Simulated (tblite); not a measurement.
A tight-binding relaxation on `C(F)C(B(Br)F)=C=CC`.

Computed with GFN2-xTB geometry optimisation, gas phase (tblite 0.8.0). Start geometry: from a force field or distance geometry. The command runs a driver script over a list of jobs; the input below is this job's line of settings and its coordinates in Å.

Command:
```bash
OMP_NUM_THREADS=1 python probes_run.py task.json out
```

Input:
```
{"job": {"kind": "relax", "xc": "GFN2-xTB", "basis": "xTB"}, "charge": 0, "multiplicity": 1}
C      2.319800    -0.337800     0.699000
C      1.508600     0.718400     0.060400
C      0.259300     0.442700    -0.101700
C     -1.009200     0.168200    -0.275400
C     -1.367300    -0.489700    -1.536300
F     -1.935400    -1.729800    -1.393100
B     -1.952700     0.526300     0.878900
F     -2.362600     1.911300     0.991400
Br    -2.305500    -0.614000     2.494500
H      3.062700    -0.718600    -0.014000
H      1.710500    -1.186800     1.092200
H      2.864900     0.050400     1.583600
H      1.832600     1.680100    -0.256000
H     -0.480700    -0.591200    -2.231800
H     -2.149500     0.178400    -2.013600
```

Output:
```
step      E/eV     max force
  0    -776.41895    3.263
  1    -776.81596    1.812
  2    -776.90147    2.275
  3    -776.97489    1.276
  4    -777.01331    0.686
  5    -777.03794    0.496
  6    -777.05019    0.340
  7    -777.06205    0.297
  8    -777.06990    0.278
  9    -777.07847    0.308
... (122 lines left out)
132    -777.41399    0.014
133    -777.41402    0.016
134    -777.41406    0.015
135    -777.41410    0.020
136    -777.41415    0.021
137    -777.41418    0.016
138    -777.41420    0.011
139    -777.41422    0.011
140    -777.41423    0.010
141    -777.41425    0.009
```

«max force» is the largest atomic force in eV/Å.

Task: From which step on does the largest force stay under 0.1 eV/Å, and how much energy is left to gain from there?

Result: From step 127 (0.030 eV/Å), 0.5 meV above the end.

Main results: energy lowered by 23.0 kcal/mol over 141 steps; largest atomic force 0.009 eV/Å at the end.

Hardware: an Arm Neoverse N1 with one thread, shared host with 64 logical CPUs at a one-minute load of 61. Cost: 1.8 s.
Labels such as C1 count atoms from 1, the log's own numbers from 0.
